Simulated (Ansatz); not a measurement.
Reaction (atomization): `C=[C]([AlH2])S` → Al• + 2 C• + 5 H• + S•

Gas-phase electronic energies from Ansatz, PBE0-D4/def2-TZVP geometries. CBS: MP2 limit from def2 TZ/QZ plus the TZ coupled-cluster correction, frozen cores. This one scheme is used for every species, atoms too. Functionals use def2-TZVPP. No spin–orbit coupling; open shells (•) take unrestricted orbitals. Spin–orbit coupling would lower the free atoms: a little for Al, C, S. One conformer a species, not always the lowest.

| species | revPBE energy (Eh) |
| --- | --- |
| `C=[C]([AlH2])S` | -719.70175 |
| Al• | -242.31416 |
| C• | -37.84560 |
| H• | -0.50412 |
| S• | -398.04160 |

Question: Work out ΔE.

Answer: ΔE = 5 × (-0.50412) + 2 × (-37.84560) + (-242.31416) + (-398.04160) − (-719.70175) = 1.13419 Eh = +2977.8 kJ/mol. CCSD(T)/CBS gives +3046.7 kJ/mol.

Largest T1 diagnostic among the species: 0.018.

In def2-TZVPP, CCSD(T) changes the Hartree–Fock value by +741.5 kJ/mol (the triples alone add +50.5 kJ/mol) and MP2 by +778.6 kJ/mol; breaking electron pairs costs correlation energy, which Hartree–Fock lacks. Leaving LDA and LC-ωPBE aside and taking each functional with its dispersion term where it has one, the values, not all of them listed here, spread over 133.9 kJ/mol, from BHLYP-D4 to PBE-D4. LDA lies +386.0 kJ/mol from PBE without D4, its usual overbinding. From BLYP to BHLYP (50 % exact exchange), in def2-TZVPP and without D4, ΔE moves by −54.0 kJ/mol: exact exchange takes away binding that semilocal exchange gives to molecules.

For atomizations the MP2-based limit and the directly extrapolated one differ by several kJ/mol either way, and by 10 to 25 for some Ge, Se and Sn compounds, so smaller differences from it don't rank the levels.
